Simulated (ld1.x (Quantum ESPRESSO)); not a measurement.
u(r) = r·R(r): atom against pseudo-atom (B)

Columns: radius, all-electron u(r) and pseudo u(r) of the 2p shell (level -4.06 eV) of boron in the configuration [He] 2s1 2p2; PBE, scalar-relativistic, RRKJ scheme, ld1.x (Quantum ESPRESSO) 7.5.

```json
{"r (bohr)": "0.108", "all-electron": "0.0318", "pseudo": "0.0130"}
{"r (bohr)": "0.215", "all-electron": "0.0996", "pseudo": "0.0504"}
{"r (bohr)": "0.322", "all-electron": "0.1794", "pseudo": "0.1085"}
{"r (bohr)": "0.430", "all-electron": "0.2602", "pseudo": "0.1825"}
{"r (bohr)": "0.538", "all-electron": "0.3352", "pseudo": "0.2652"}
{"r (bohr)": "0.645", "all-electron": "0.4011", "pseudo": "0.3489"}
{"r (bohr)": "0.752", "all-electron": "0.4577", "pseudo": "0.4281"}
{"r (bohr)": "0.860", "all-electron": "0.5059", "pseudo": "0.4984"}
{"r (bohr)": "0.968", "all-electron": "0.5458", "pseudo": "0.5558"}
{"r (bohr)": "1.075", "all-electron": "0.5774", "pseudo": "0.5986"}
{"r (bohr)": "1.182", "all-electron": "0.6013", "pseudo": "0.6275"}
{"r (bohr)": "1.290", "all-electron": "0.6182", "pseudo": "0.6444"}
{"r (bohr)": "1.398", "all-electron": "0.6287", "pseudo": "0.6511"}
{"r (bohr)": "1.505", "all-electron": "0.6336", "pseudo": "0.6504"}
{"r (bohr)": "1.612", "all-electron": "0.6338", "pseudo": "0.6448"}
{"r (bohr)": "1.720", "all-electron": "0.6298", "pseudo": "0.6359"}
{"r (bohr)": "1.828", "all-electron": "0.6223", "pseudo": "0.6250"}
{"r (bohr)": "1.935", "all-electron": "0.6122", "pseudo": "0.6130"}
{"r (bohr)": "2.042", "all-electron": "0.5997", "pseudo": "0.5998"}
{"r (bohr)": "2.150", "all-electron": "0.5853", "pseudo": "0.5853"}
{"r (bohr)": "2.258", "all-electron": "0.5694", "pseudo": "0.5694"}
{"r (bohr)": "2.365", "all-electron": "0.5526", "pseudo": "0.5526"}
{"r (bohr)": "2.472", "all-electron": "0.5350", "pseudo": "0.5350"}
{"r (bohr)": "2.580", "all-electron": "0.5167", "pseudo": "0.5167"}
{"r (bohr)": "2.688", "all-electron": "0.4981", "pseudo": "0.4981"}
{"r (bohr)": "2.795", "all-electron": "0.4795", "pseudo": "0.4795"}
```

Problem. How many radial nodes do the two functions have?

Solution. The all-electron 2p function has n − l − 1 = 0; the pseudo-wave has 0.

Problem. At about which radius was the pseudo-wave matched?

Solution. 2.15 bohr. The columns agree to 0.0005 from 2.04 bohr on; several derivatives are matched, so the curves merge somewhat inside the radius.

Problem. Is the pseudo-wave norm-conserving?

Solution. Yes: the RRKJ scheme keeps the norm inside the radius equal to the all-electron one, which fixes the energy derivative of the logarithmic derivative at the level.
